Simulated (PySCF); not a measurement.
**Electron correlation in F⁺ (fluorine, charge +1)**

[He] 2s1 2p5, high-spin 3P determinant (an excited configuration). Calculation: PySCF 2.14, in x2c-QZVPPall; scalar relativity by spin-free X2C-1e. Frozen: 1s2; 6 electrons correlated.

```csv
level,correlation energy (mhartree)
CCSD,-216.16
(T),-5.34
CCSD(T),-221.50
```

Diagnostics: T1 = 0.0063, D1 = 0.0122, largest double amplitude 0.057.

Cost of the coupled-cluster step: of the order of 7 core-seconds, for 6 correlated electrons.

Iterations:

```
CC2 = 0
CCSD nocc = (np.int64(4), np.int64(2)), nmo = (56, 56)
frozen orbitals [[0], [0]]
max_cycle = 100
direct = 0
conv_tol = 1e-08
conv_tol_normt = 1e-06
diis_space = 8
diis_start_cycle = 0
Init t2, MP2 energy = -0.19364786085763
Init E_corr(UCCSD) = -0.193647860857963
cycle = 1  E_corr(UCCSD) = -0.20764772853428  dE = -0.0139998677  norm(t1,t2) = 0.0404706
cycle = 2  E_corr(UCCSD) = -0.212210418868854  dE = -0.00456269033  norm(t1,t2) = 0.0200511
cycle = 3  E_corr(UCCSD) = -0.216204798224167  dE = -0.00399437936  norm(t1,t2) = 0.0109513
cycle = 4  E_corr(UCCSD) = -0.216107932787787  dE = 9.68654364e-05  norm(t1,t2) = 0.00230437
cycle = 5  E_corr(UCCSD) = -0.216152613770366  dE = -4.46809826e-05  norm(t1,t2) = 0.000716872
cycle = 6  E_corr(UCCSD) = -0.216168223704608  dE = -1.56099342e-05  norm(t1,t2) = 0.000197426
cycle = 7  E_corr(UCCSD) = -0.216168499927355  dE = -2.76222747e-07  norm(t1,t2) = 0.000580984
cycle = 8  E_corr(UCCSD) = -0.216163896496431  dE = 4.60343092e-06  norm(t1,t2) = 8.56664e-05
cycle = 9  E_corr(UCCSD) = -0.216164564977327  dE = -6.68480895e-07  norm(t1,t2) = 1.3465e-05
cycle = 10  E_corr(UCCSD) = -0.216164419143444  dE = 1.45833883e-07  norm(t1,t2) = 3.75163e-06
cycle = 11  E_corr(UCCSD) = -0.216164375943338  dE = 4.32001055e-08  norm(t1,t2) = 1.15749e-06
cycle = 12  E_corr(UCCSD) = -0.216164394743924  dE = -1.88005865e-08  norm(t1,t2) = 3.39789e-07
cycle = 13  E_corr(UCCSD) = -0.21616440351166  dE = -8.76773576e-09  norm(t1,t2) = 8.61432e-08
UCCSD converged
E(UCCSD) = -98.34366693366964  E_corr = -0.2161644035116602
UCCSD(T) correction = -0.00534096126172151
```
